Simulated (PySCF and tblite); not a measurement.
The numbers below are computed, except where a source is named.
Molecule: C3H8GeO, numbered as in [CH2:1]1[CH2:2][GeH2:3][CH2:4][O:5]1.

The ring 1–2–3–4–5 is held at Altona–Sundaralingam phase angles P (ν_j = ν_max cos(P + 144°(j − 2)), ν_j about the bond from ring atom j to j + 1, counted from 0) and the rest relaxed at GFN2-xTB. Energies: PBE0/pcSseg-1 + D3(BJ). Programs: tblite and PySCF.

Spin–orbit effects of heavy atoms are missing.

GFN2-xTB profile:

(phase angle P °, kcal/mol): (0, 4.28), (18, 3.20), (36, 1.63), (54, 0.23), (72, 0.00), (89, 1.32), (108, 3.08), (126, 4.25), (144, 4.76), (162, 4.77), (180, 4.28), (198, 3.20), (216, 1.63), (234, 0.23), (252, 0.00), (269, 1.32), (288, 3.08), (306, 4.25), (324, 4.76), (342, 4.77)

Question: Give the DFT energy and dipole along the phase angle P.

Answer: 
```json
{"phase angle P °": "0", "E kcal/mol": "4.30", "dipole D": "1.42", "amplitude °": "39"}
{"phase angle P °": "36", "E kcal/mol": "1.79", "dipole D": "1.26", "amplitude °": "50"}
{"phase angle P °": "72", "E kcal/mol": "0.01", "dipole D": "1.15", "amplitude °": "53"}
{"phase angle P °": "108", "E kcal/mol": "2.58", "dipole D": "1.39", "amplitude °": "42"}
{"phase angle P °": "144", "E kcal/mol": "4.40", "dipole D": "1.49", "amplitude °": "34"}
{"phase angle P °": "180", "E kcal/mol": "4.31", "dipole D": "1.43", "amplitude °": "39"}
{"phase angle P °": "216", "E kcal/mol": "1.79", "dipole D": "1.26", "amplitude °": "50"}
{"phase angle P °": "252", "E kcal/mol": "0.00", "dipole D": "1.15", "amplitude °": "52"}
{"phase angle P °": "288", "E kcal/mol": "2.58", "dipole D": "1.39", "amplitude °": "42"}
{"phase angle P °": "324", "E kcal/mol": "4.41", "dipole D": "1.49", "amplitude °": "34"}
```

Question: How free is the pseudorotation?

Answer: The sampled points span 4.41 kcal/mol, from P = 252° to P = 324°; RT at 298 K is 0.59 kcal/mol, so it is hindered but fast.
